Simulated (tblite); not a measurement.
Species: C8H11P.
Cartesian coordinates in Å at the GFN2-xTB level; atoms count from 1:
```xyz
20
C8H11P angstrom
C     -2.3844   -1.1520    0.7356
C     -1.8846   -0.4713   -0.5409
C     -0.6091    0.2782   -0.2742
C     -0.6706    1.6067    0.1307
C      0.4361    2.3657    0.4370
P      2.0815    1.8273    0.3763
C      1.8473    0.1787   -0.1470
C      3.0758   -0.6658   -0.3383
C      0.6079   -0.3803   -0.3954
H     -2.5753   -0.4118    1.5100
H     -1.6391   -1.8514    1.1085
H     -3.3058   -1.6965    0.5410
H     -2.6502    0.2185   -0.9022
H     -1.7174   -1.2282   -1.3103
H     -1.6473    2.0695    0.2062
H      0.2844    3.3944    0.7424
H      3.9735   -0.1006   -0.0963
H      3.0382   -1.5483    0.3002
H      3.1481   -1.0051   -1.3717
H      0.5858   -1.4169   -0.7147
```

All values are computed: GFN2-xTB (tblite) harmonic vibrations without scaling, gas phase. Errors from tens to a few hundred cm⁻¹ against measured bands are possible. One conformer, not necessarily the lowest.

Harmonic wavenumbers (cm⁻¹): 40.4, 58.3, 105.0, 161.0, 200.7, 252.7, 271.6, 349.4, 375.7, 389.9, 473.6, 501.4, 606.2, 648.4, 754.7, 785.7, 819.8, 835.3, 879.2, 911.9, 936.4, 999.5, 1020.2, 1038.2, 1077.2, 1079.7, 1147.3, 1195.0, 1229.8, 1235.7, 1289.6, 1318.9, 1382.6, 1387.2, 1401.0, 1409.6, 1478.8, 1479.2, 1490.3, 1498.8, 1499.7, 1505.7, 1575.5, 2971.0, 2981.1, 2993.8, 3006.3, 3024.6, 3028.9, 3029.8, 3030.4, 3031.4, 3036.3, 3043.0.

A = 2381, B = 986.5, C = 745.9 MHz; mass 138.060 u (most abundant isotopes); point group C1, symmetry number 1.

**Question.** What is the zero-point energy?

**Answer.** Half the sum of the wavenumbers: 36137 cm⁻¹ = 103.32 kcal/mol.

**Question.** Entropy at 298.15 K, 1 bar (ideal gas, RRHO, classical rotation)?

**Answer.** Translation 40.71, rotation 29.60, vibration 28.51: S = 98.8 cal/(mol K).

**Question.** And Cp and H(298.15 K) − H(0)?

**Answer.** Cp = 37.97 cal/(mol K), of which vibrations give 30.02 (their classical limit is 54 R = 107.3); H(298.15 K) − H(0) = 6.81 kcal/mol without the zero-point energy, 4.44 from vibrations.

**Question.** Which modes carry the vibrational entropy at 298.15 K?

**Answer.** 40.4 cm⁻¹: 5.24; 58.3 cm⁻¹: 4.51; 105.0 cm⁻¹: 3.36; 161.0 cm⁻¹: 2.54; 200.7 cm⁻¹: 2.13; 252.7 cm⁻¹: 1.71 cal/(mol K); the other 48 give 9.02 together.

**Question.** What must be added to the electronic energy to get the Gibbs energy at 298.15 K and 1 bar?

**Answer.** ZPE + [H(298.15 K) − H(0)] − T·S = 103.32 + 6.81 − 29.46 = 80.67 kcal/mol.

Hindered rotation and anharmonicity are outside this model. Other conformers, if any are populated, would add a mixing term that is left out. The structure is chiral; the term R ln 2 for an equal mix with its mirror image is left out.

On an Arm Neoverse V1 with one thread, no GPU (shared host), this took 0.8 s. This covers the Hessian and the dipole derivatives.
